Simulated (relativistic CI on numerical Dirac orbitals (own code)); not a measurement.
## Co3+ in a cubic cluster: 2p photoemission with charge transfer

Computed with a charge-transfer multiplet model of a cubic metal-ligand cluster with up to 3 ligand holes, Slater and spin-orbit integrals from Dirac-Coulomb-Breit ions, Slater integrals scaled by 0.9. The ground state mixes d6 with configurations of k ligand holes L, whose averages lie at kΔ + k(k − 1)U_dd/2; a core hole lowers each added d electron by U_cd. 300 K, Lorentzian 0.6 eV and Gaussian 0.8 eV FWHM.

Atomic integrals in eV (Slater integrals scaled, ζ unscaled), ground: F2dd 11.345, F4dd 7.087, zeta_d 0.071; with the core hole: F2dd 12.888, F4dd 8.096, zeta_d 0.102, zeta_core 9.658, F2cd 7.721, G1cd 5.944, G3cd 3.382.

Cluster parameters (eV): Δ = 0.9, U_dd = 7.8, U_cd = 9.3, 10Dq = 1.1, 10Dq(ligand) = 0.3, final-state hopping factor = 1.

| Case | n_d | d6 | d7L | d8L2 | d9L3 | S |
| --- | --- | --- | --- | --- | --- | --- |
| V(eg) = 0.75 eV, V(t2g) = -0.37 eV | 6.11 | 0.89 | 0.11 | 0.00 | 0.00 | 2.00 |
| V(eg) = 1.65 eV, V(t2g) = -0.82 eV | 6.31 | 0.71 | 0.28 | 0.01 | 0.00 | 2.00 |
| V(eg) = 2.25 eV, V(t2g) = -1.12 eV | 6.40 | 0.62 | 0.35 | 0.02 | 0.00 | 1.99 |

Weights, n_d and S are thermal averages at 300 K. Binding energies count from the first peak over 30 % of the highest in each spectrum, which can be another peak from case to case. The parameters are a model scan and need not match a compound or its usual spin state. Peaks in eV (height, largest 100):
- V(eg) = 0.75 eV, V(t2g) = -0.37 eV: -7.5 (20), -5.0 (24), -3.4 (25), 0.0 (100), 1.8 (89), 4.1 (42), 7.7 (25), 10.1 (20), 13.2 (12), 17.0 (53), 18.1 (60), 19.7 (25), 22.0 (10)
- V(eg) = 1.65 eV, V(t2g) = -0.82 eV: 0.0 (100), 1.6 (75), 2.6 (75), 5.7 (61), 7.2 (70), 8.5 (75), 10.6 (77), 11.9 (79), 14.0 (34), 17.3 (71), 22.7 (39), 25.1 (28), 27.1 (40), 28.1 (43), 29.6 (24)
- V(eg) = 2.25 eV, V(t2g) = -1.12 eV: 0.0 (100), 1.2 (70), 3.0 (57), 6.9 (49), 8.4 (51), 12.8 (40), 14.0 (37), 16.5 (60), 24.0 (29), 30.1 (17), 31.5 (11)

Curve for V(eg) = 1.65 eV, V(t2g) = -0.82 eV (points under 2 left out, the grid thinned):

(E (eV), Intensity): (-4.0, 2.0), (-3.1, 3.0), (-2.3, 4.8), (-1.4, 11.9), (-0.6, 54.7), (0.3, 90.3), (1.2, 71.1), (2.0, 72.8), (2.9, 73.1), (3.8, 50.2), (4.6, 48.9), (5.5, 61.0), (6.3, 61.0), (7.2, 69.8), (8.1, 70.6), (8.9, 67.2), (9.8, 56.3), (10.6, 76.9), (11.5, 75.2), (12.4, 70.0), (13.2, 36.5), (14.1, 34.0), (15.0, 26.6), (15.8, 43.3), (16.7, 67.8), (17.5, 70.7), (18.4, 55.9), (19.3, 30.2), (20.1, 22.3), (21.0, 23.6), (21.8, 29.7), (22.7, 38.8), (23.6, 28.9), (24.4, 26.4), (25.3, 27.9), (26.1, 28.4), (27.0, 39.4), (27.9, 42.3), (28.7, 29.7), (29.6, 23.8), (30.5, 14.1), (31.3, 9.4), (32.2, 7.8), (33.0, 4.5), (33.9, 2.1)

For the case V(eg) = 1.65 eV, V(t2g) = -0.82 eV, Δ = 0.9 eV is smaller than U_dd = 7.8 eV, the charge-transfer side of the Zaanen-Sawatzky-Allen scheme. With the core hole the average of the configuration with one ligand hole lies at Δ − U_cd = -8.4 eV before mixing: it lies below the unscreened one, so the lowest final states are mostly screened and the unscreened weight appears at higher binding energy as a satellite.
